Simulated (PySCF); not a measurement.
Job file and geometry (Å, from PBE0-D3(BJ)/def2-SVP) of a spin–spin coupling run on SMILES [C@H]1([O][GeH3])[C@@H]2C[C@H]12, C$_{4}$H$_{8}$GeO, B3LYP/pcJ-1 Ge:pcSseg-1 indirect spin-spin coupling, non-relativistic, gas phase (PySCF 2.14.0, density-fitted response routines); density fitting, a coarse starting grid and PySCF grid level 2 are the driver's defaults:

```
$ OMP_NUM_THREADS=1 python probes_run.py task.json out

{"job": {"kind": "j", "xc": "B3LYP", "basis": "pcJ-1"}, "charge": 0, "multiplicity": 1}
Ge     2.283289    -0.402358     0.263722
O      1.151532    -0.162558    -1.102592
C     -0.195987     0.087283    -0.999295
C     -1.028704    -0.597697     0.037144
C     -2.153783     0.374156     0.075335
C     -0.752004     0.866348     0.149677
H      3.605245    -0.713877    -0.443991
H      2.385104     0.888060     1.099619
H      1.825572    -1.581538     1.143182
H     -0.623679     0.244422    -2.003114
H     -0.793546    -1.433761     0.694102
H     -2.743997     0.556804    -0.836010
H     -2.735867     0.412718     1.001489
H     -0.250102     1.457822     0.914352
```

Problem. What does the program print?

Solution. 
```
coarse grid: 53096 points
cycle   1  E = -2309.0725152387  dE =  2.880e-01  |g| = 1.175e+00  |ddm| = 3.228e+00
cycle   2  E = -2308.7484540493  dE =  3.241e-01  |g| = 1.747e+00  |ddm| = 1.982e+00
cycle   3  E = -2309.1980496535  dE = -4.496e-01  |g| = 3.617e-01  |ddm| = 1.619e+00
cycle   4  E = -2309.2202031482  dE = -2.215e-02  |g| = 9.089e-02  |ddm| = 3.151e-01
cycle   5  E = -2309.2214007972  dE = -1.198e-03  |g| = 1.681e-02  |ddm| = 8.369e-02
cycle   6  E = -2309.2214641679  dE = -6.337e-05  |g| = 5.527e-03  |ddm| = 1.893e-02
cycle   7  E = -2309.2214700076  dE = -5.840e-06  |g| = 7.972e-04  |ddm| = 4.651e-03
final grid: 112056 points
cycle   8  E = -2309.2214151737  dE = -2.814e-08  |g| = 9.903e-04  |ddm| = 2.378e-03
cycle   9  E = -2309.2214150525  dE =  1.212e-07  |g| = 1.360e-03  |ddm| = 1.883e-03
cycle  10  E = -2309.2214153344  dE = -2.819e-07  |g| = 1.805e-04  |ddm| = 1.047e-03
cycle  11  E = -2309.2214153401  dE = -5.704e-09  |g| = 3.253e-05  |ddm| = 1.455e-04
cycle  12  E = -2309.2214153403  dE = -1.969e-10  |g| = 3.634e-06  |ddm| = 3.465e-05
converged SCF energy = -2309.2214153403

Indirect spin-spin couplings (Hz)
  i      j    bonds     total        FC       PSO       DSO        SD
  1 O    2 C    1     25.886    24.921     1.171    -0.206         -
  1 O    3 C    2      0.500    -0.374     0.898    -0.024         -
  1 O    4 C    3     -1.131    -1.626     0.456     0.039         -
  1 O    5 C    2      0.668    -0.179     0.870    -0.024         -
  1 O    6 H    2    -21.253   -21.338    -0.129     0.214         -
  1 O    7 H    2     -2.425    -2.647    -0.150     0.372         -
  1 O    8 H    2     -1.587    -1.814    -0.154     0.381         -
  1 O    9 H    2    -25.283   -24.717    -0.500    -0.066         -
  1 O   10 H    3     -0.058    -0.033     0.006    -0.031         -
  1 O   11 H    4      0.300     0.158     0.032     0.110         -
  1 O   12 H    4     -0.676    -0.752    -0.104     0.180         -
  1 O   13 H    3     -0.132    -0.094    -0.014    -0.025         -
  2 C    3 C    1     26.961    28.349    -1.692     0.303         -
  2 C    4 C    2      6.929     6.891     0.006     0.031         -
  2 C    5 C    1     26.683    28.066    -1.687     0.304         -
  2 C    6 H    3      5.869     6.278     0.307    -0.715         -
  2 C    7 H    3     -0.637    -0.516     0.072    -0.193         -
  2 C    8 H    3     -0.416    -0.313     0.061    -0.164         -
  2 C    9 H    1    205.835   204.985    -0.519     1.370         -
  2 C   10 H    2      3.017     2.937     0.296    -0.216         -
  2 C   11 H    3      8.048     7.915    -0.012     0.145         -
  2 C   12 H    3     22.841    22.769     0.568    -0.496         -
  2 C   13 H    2      3.122     3.040     0.295    -0.213         -
  3 C    4 C    1     25.395    26.668    -1.491     0.219         -
  3 C    5 C    1    -14.972   -14.519    -0.684     0.231         -
  3 C    6 H    4     -0.176     0.218     0.199    -0.593         -
  3 C    8 H    4      0.305     0.124    -0.170     0.351         -
  3 C    9 H    2      4.836     4.575     0.426    -0.165         -
  3 C   10 H    1    214.469   213.226     0.086     1.158         -
  3 C   11 H    2      0.305     0.041     0.521    -0.258         -
  3 C   12 H    2     -1.875    -1.807     0.144    -0.211         -
  3 C   13 H    2     -3.046    -3.259     0.596    -0.383         -
  4 C    5 C    1     25.309    26.565    -1.476     0.220         -
  4 C    6 H    5     -0.374    -0.134     0.241    -0.481         -
  4 C    9 H    3      3.367     3.258     0.073     0.037         -
  4 C   10 H    2      3.476     3.462     0.422    -0.408         -
  4 C   11 H    1    177.868   176.523     0.483     0.861         -
  4 C   12 H    1    163.439   161.917     0.702     0.820         -
  4 C   13 H    2      3.374     3.353     0.425    -0.404         -
  5 C    6 H    4     -0.165     0.251     0.216    -0.631         -
  5 C    7 H    4      0.186     0.036    -0.157     0.307         -
  5 C    9 H    2      4.707     4.441     0.430    -0.164         -
  5 C   10 H    2     -3.073    -3.281     0.590    -0.382         -
  5 C   11 H    2      0.264    -0.003     0.521    -0.255         -
  5 C   12 H    2     -1.889    -1.826     0.146    -0.210         -
  5 C   13 H    1    214.145   212.874     0.104     1.167         -
  6 H    7 H    2     22.089    25.593     1.119    -4.623         -
  6 H    8 H    2     21.594    25.103     1.112    -4.621         -
  6 H    9 H    4     -0.852    -0.117     1.058    -1.794         -
  6 H   10 H    5     -1.635    -0.024     0.593    -2.204         -
  6 H   11 H    6     -0.177     0.469     0.810    -1.456         -
  6 H   12 H    6     -0.381     0.415     0.817    -1.612         -
  6 H   13 H    5     -1.821     0.010     0.685    -2.515         -
  7 H    8 H    2     27.802    31.155     0.997    -4.351         -
  7 H    9 H    4      0.379     0.852     1.173    -1.645         -
  7 H   10 H    5     -0.568     0.021     0.174    -0.764         -
  7 H   13 H    5      1.992     0.789    -1.573     2.776         -
  8 H    9 H    4      0.698     1.189     1.266    -1.756         -
  8 H   10 H    5      1.758     0.477    -1.633     2.915         -
  8 H   11 H    6      0.269     0.311     0.859    -0.901         -
  8 H   12 H    6      0.201     0.065     0.345    -0.209         -
  8 H   13 H    5     -0.382    -0.104    -0.095    -0.183         -
  9 H   10 H    3     -0.687    -0.855     2.417    -2.249         -
  9 H   11 H    4      1.612     1.416    -1.359     1.556         -
  9 H   12 H    4     -0.402    -0.428     1.898    -1.872         -
  9 H   13 H    3     -0.730    -0.904     2.410    -2.236         -
 10 H   11 H    3      0.238     0.139     2.460    -2.360         -
 10 H   12 H    3      3.710     3.702     0.618    -0.610         -
 10 H   13 H    3     11.224    11.114     1.141    -1.031         -
 11 H   12 H    2     -0.658    -0.852     2.989    -2.795         -
 11 H   13 H    3      0.159     0.053     2.449    -2.342         -
 12 H   13 H    3      3.683     3.666     0.616    -0.599         -
```

Size and cost of the density-fitted run: 256 basis functions, 54 s wall time on 1 thread of an Arm Neoverse V1, shared host; peak memory 1.2 GiB.
